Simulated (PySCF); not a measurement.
# Electron correlation in I⁺ (iodine, charge +1)

[Kr] 4d10 5s2 5p4, high-spin 3P determinant. All numbers are calculated (PySCF 2.14, scalar relativity by spin-free X2C-1e, in x2c-TZVPPall (8s6p4d2f, 60 functions)). Frozen: [Ar] 3d10; 24 electrons correlated.

| level | correlation energy (mhartree) |
| --- | --- |
| CCSD | -535.86 |
| (T) | -8.71 |
| CCSD(T) | -544.57 |

Diagnostics: T1 = 0.0060, D1 = 0.0318, largest double amplitude 0.044.

Cost of the coupled-cluster step: of the order of 15 core-seconds, for 24 correlated electrons.

Iterations:

```
CC2 = 0
CCSD nocc = (np.int64(13), np.int64(11)), nmo = (46, 46)
frozen orbitals [[0, 1, 2, 3, 4, 5, 6, 7, 8, 9, 10, 11, 12, 13], [0, 1, 2, 3, 4, 5, 6, 7, 8, 9, 10, 11, 12, 13]]
max_cycle = 100
direct = 0
conv_tol = 1e-08
conv_tol_normt = 1e-06
diis_space = 8
diis_start_cycle = 0
Init t2, MP2 energy = -0.56574742961251
Init E_corr(UCCSD) = -0.565747429614196
cycle = 1  E_corr(UCCSD) = -0.524495817615221  dE = 0.041251612  norm(t1,t2) = 0.0548548
cycle = 2  E_corr(UCCSD) = -0.535954690248868  dE = -0.0114588726  norm(t1,t2) = 0.0124054
cycle = 3  E_corr(UCCSD) = -0.535264647287554  dE = 0.000690042961  norm(t1,t2) = 0.00415975
cycle = 4  E_corr(UCCSD) = -0.535884341515151  dE = -0.000619694228  norm(t1,t2) = 0.0012198
cycle = 5  E_corr(UCCSD) = -0.53586538141782  dE = 1.89600973e-05  norm(t1,t2) = 0.000159781
cycle = 6  E_corr(UCCSD) = -0.535858319343101  dE = 7.06207472e-06  norm(t1,t2) = 3.04096e-05
cycle = 7  E_corr(UCCSD) = -0.535859595627772  dE = -1.27628467e-06  norm(t1,t2) = 8.42525e-06
cycle = 8  E_corr(UCCSD) = -0.535859706076181  dE = -1.10448409e-07  norm(t1,t2) = 1.29263e-06
cycle = 9  E_corr(UCCSD) = -0.535859632736595  dE = 7.33395854e-08  norm(t1,t2) = 2.95659e-07
cycle = 10  E_corr(UCCSD) = -0.535859640411317  dE = -7.67472186e-09  norm(t1,t2) = 6.56629e-08
UCCSD converged
E(UCCSD) = -7112.843487971879  E_corr = -0.5358596404113171
UCCSD(T) correction = -0.00870556103339935
```

This basis was not built for core-valence correlation, so the inner-shell part is incomplete.
